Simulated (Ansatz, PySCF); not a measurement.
Molecule: BaO (charge 0, singlet). 
Geometry from a B3LYP-D3(BJ)/def2-TZVP (Ansatz, an electronic-structure program) optimisation:
```xyz
2

Ba     0.0000     0.0000    -0.2433
O      0.0000     0.0000     1.7033
```
Charge 0, spin multiplicity 1.

Wanted: atomisation energy (electronic, to ground-state atoms), in kcal/mol. Correlated levels leave the core frozen unless marked. Open shells are spin-unrestricted. Spin-orbit coupling is left out. The frozen core is the preceding noble-gas configuration, with the filled d and f shells of earlier blocks. The outer core of K, Ca and their heavier congeners is not correlated, a term that matters for these elements. Past Kr the def2 sets carry scalar-relativistic core potentials. 

| level | program | atomisation energy (kcal/mol) |
|---|---|---|
| TPSS-D4/def2-TZVPD | PySCF + dftd4 | 131.6 |
| PBE0-D3(BJ)/def2-TZVP | Ansatz + dftd3 | 129.8 |
| BHLYP/def2-TZVPD | Ansatz | 110.3 |
| LC-wPBE-D3(BJ)/def2-TZVPD | Ansatz + dftd3 | 139.1 |
| B2PLYP-D4/def2-TZVPD | Ansatz + dftd4 | 131.0 |
| SCS-MP2/def2-QZVPP | Ansatz | 133.0 |
| CCSD/def2-QZVPPD | Ansatz | 114.3 |
| CCSD(T)/def2-TZVPPD | Ansatz | 116.5 |
| CCSD(T)/def2-QZVPP | Ansatz | 121.4 |
